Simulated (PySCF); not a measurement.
Radial density of Hf(3+) (hafnium, charge +3)

BLYP, [Xe] 4f14 5d1, 2D determinant. Calculation: PySCF 2.14, in ANO-RCC-VTZP (8s7p5d3f2g1h, 104 functions); scalar relativity by spin-free X2C-1e.

```tsv
r (bohr)	4πr²ρ (e/bohr)	4πr²(ρα − ρβ)
0.0195	89.64	-0.0006
0.0327	94.83	-0.0004
0.0551	131.0	0.0083
0.0926	103.6	0.0356
0.156	118.7	0.0222
0.262	67.11	-0.0047
0.441	70.90	0.0607
0.741	30.41	-0.0013
1.25	11.74	0.5037
2.10	1.968	0.4757
3.53	0.08875	0.0701
5.93	0.0009910	0.0008
9.98	2.066e-05	0.0000
```

Densities and radii are taken from the X2C orbitals without a picture-change correction, which distorts them close to the nucleus.

Spin-orbit coupling, absent here, splits the open shell strongly.

Question: Where is the radial spin density 4πr²(ρα − ρβ) most negative, and why is it negative at all?

Answer: Around r = 0.262 bohr, down to -0.0047 e/bohr: exchange with the open shell polarises the paired shells in an unrestricted calculation.
